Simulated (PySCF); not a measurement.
Compound: CH7N3Si.
Atom-mapped SMILES: `[H]/[N:1]=[CH:2]\[SiH:3]([NH2:4])[NH2:5]` (hydrogens: H6 on N1; H7 on C2; H8 on Si3; H9, H10 on N4; H11, H12 on N5)

Computed geometry: GFN2-xTB, gas phase.

Some entries are withheld. Bonds in one row agree within 0.01 Å.

```json
{"coordinate": "N1=C2", "value": "?"}
{"coordinate": "C2–Si3", "value": "?"}
{"coordinate": "Si3–N4", "value": "?"}
{"coordinate": "Si3–N5", "value": "?"}
{"coordinate": "N1–H6", "value": "1.022 Å"}
{"coordinate": "C2–H7", "value": "1.089 Å"}
{"coordinate": "Si3–H8", "value": "1.467 Å"}
{"coordinate": "N4–H9 and 3 like bonds", "value": "1.007 Å"}
{"coordinate": "C2–N1–H6", "value": "?"}
{"coordinate": "N1–C2–Si3", "value": "128.7°"}
{"coordinate": "N1–C2–H7", "value": "114.3°"}
{"coordinate": "Si3–C2–H7", "value": "117.0°"}
{"coordinate": "C2–Si3–N4", "value": "?"}
{"coordinate": "C2–Si3–N5", "value": "?"}
{"coordinate": "C2–Si3–H8", "value": "110.5°"}
{"coordinate": "N4–Si3–N5", "value": "113.4°"}
{"coordinate": "N4–Si3–H8", "value": "?"}
{"coordinate": "N5–Si3–H8", "value": "?"}
{"coordinate": "Si3–N4–H9", "value": "118.7°"}
{"coordinate": "H9–N4–H10", "value": "109.3°"}
```

**Question.** Estimate the withheld lengths and angles.

**Answer.** 
- N1=C2 = 1.259 Å, drawn double (C=N nitrogen to C=N carbon); 0.18 Å below the sum of covalent radii, 1.44 Å.
- C2–Si3 = 1.903 Å, drawn single (C=N carbon to SiH silicon); 0.06 Å above the sum of covalent radii, 1.84 Å.
- Si3–N4 = 1.733 Å, drawn single (SiH silicon to silicon-bound nitrogen); 0.09 Å below the sum of covalent radii, 1.82 Å.
- Si3–N5 = 1.721 Å, drawn single (SiH silicon to silicon-bound nitrogen); 0.10 Å below the sum of covalent radii, 1.82 Å.
- C2–N1–H6 = 114.0°, at the C=N nitrogen; the outer atoms are 1.917 Å apart.
- C2–Si3–N4 = 104.9°, at the SiH silicon; the outer atoms are 2.885 Å apart.
- C2–Si3–N5 = 106.6°, at the SiH silicon; the outer atoms are 2.908 Å apart.
- N4–Si3–H8 = 115.8°, at the SiH silicon; the outer atoms are 2.714 Å apart.
- N5–Si3–H8 = 105.3°, at the SiH silicon; the outer atoms are 2.539 Å apart.

Radii are Cordero's, carbon taken as 0.76, 0.73 or 0.69 Å for four, three, and two or fewer neighbours.

Not checked by GFN2-xTB frequencies. The numbers are those of one conformer (N1–C2–Si3–N4 11°, C2–Si3–N4–H -169° and 54°, C2–Si3–N5–H 49° and -172°).
